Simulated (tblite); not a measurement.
Species: C6H6NOP.
Z-matrix (Å and degrees, GFN2-xTB geometry), rows numbered from 1:
```
C 
C   1  1.5028
O   2  1.2134  1  122.76
C   2  1.4766  1  118.92  3   179.66
C   4  1.3887  2  124.84  1     0.00
N   5  1.3180  4  126.78  2  -178.75
C   6  1.3238  5  120.43  4    -0.28
C   7  1.3799  6  126.79  5    -0.60
P   8  1.7389  7  124.56  6     0.81
H   1  1.0868  2  109.41  3     0.09
H   1  1.0879  2  109.90  3  -120.16
H   1  1.0878  2  110.00  3   120.41
H   5  1.0851  4  119.52  2     1.08
H   7  1.0852  6  113.81  5   179.53
H   8  1.0817  7  118.15  6  -179.56
```

All values are computed: GFN2-xTB (tblite) harmonic vibrations without scaling, gas phase. This tight-binding method is rough: wavenumbers can miss measured ones by several per cent, in bad cases by 10 to 20. One conformer, not necessarily the lowest.

Harmonic wavenumbers (cm⁻¹): 29.4, 102.9, 161.8, 175.2, 218.4, 288.6, 308.9, 396.9, 491.9, 576.8, 577.8, 604.2, 676.8, 779.1, 819.1, 855.8, 880.8, 916.6, 965.3, 987.6, 1027.9, 1095.8, 1208.2, 1235.9, 1274.2, 1337.5, 1348.6, 1365.4, 1441.0, 1454.9, 1458.4, 1543.1, 1703.9, 3019.5, 3021.0, 3027.1, 3031.7, 3055.5, 3056.7.

A = 2733, B = 1181, C = 828.7 MHz; mass 139.019 u (most abundant isotopes); point group Cs, symmetry number 1.

Question: What is the zero-point energy?

Answer: Half the sum of the wavenumbers: 23260 cm⁻¹ = 278.25 kJ/mol.

Question: Give the ideal-gas entropy at 350 K and 1 bar in the rigid-rotor, harmonic-oscillator model (classical rotation).

Answer: Translation 173.73, rotation 124.07, vibration 118.19: S = 416.0 J/(mol K).

Question: And Cp and H(350 K) − H(0)?

Answer: Cp = 157.01 J/(mol K), of which vibrations give 123.75 (their classical limit is 39 R = 324.3); H(350 K) − H(0) = 33.19 kJ/mol without the zero-point energy, 21.55 from vibrations.

Question: What must be added to the electronic energy to get the Gibbs energy at 350 K and 1 bar?

Answer: ZPE + [H(350 K) − H(0)] − T·S = 278.25 + 33.19 − 145.60 = 165.84 kJ/mol.

Question: Blend soft modes into free rotors: weight 1/[1 + (100 cm⁻¹/ν̃)⁴] for the oscillator and the rest for a rotor with moment μB/(μ + B), μ = h/(8π²ν), B = 10⁻⁴⁴ kg m². What vibrational entropy results?

Answer: 108.42 J/(mol K) in place of 118.19, which changes −T·S at 350 K by +3.42 kJ/mol.

Question: How do the functions run with temperature in this model?

Answer: 
```
T (K)  S (J/(mol K))  Cp (J/(mol K))  H − H(0) (kJ/mol)  G − H(0) (kJ/mol)  ln q(vib)
  100          286.0            68.7               4.99             -23.61       1.59
  200          344.3           103.6              13.61             -55.26       3.65
  300          393.2           139.6              25.77             -92.18       5.75
  500          479.9           201.6              60.24            -179.68       9.98
  800          588.2           258.2             130.08            -340.50      16.07
 1000          648.5           281.3             184.17            -464.31      19.83
```

q(vib) and H(0) count from the zero-point level.

Question: Which modes carry the vibrational entropy at 350 K?

Answer: 29.4 cm⁻¹: 25.89; 102.9 cm⁻¹: 15.53; 161.8 cm⁻¹: 11.86; 175.2 cm⁻¹: 11.22; 218.4 cm⁻¹: 9.48; 288.6 cm⁻¹: 7.36 J/(mol K); the other 33 give 36.84 together.

Hindered rotation and anharmonicity are outside this model. Other conformers, if any are populated, would add a mixing term that is left out.
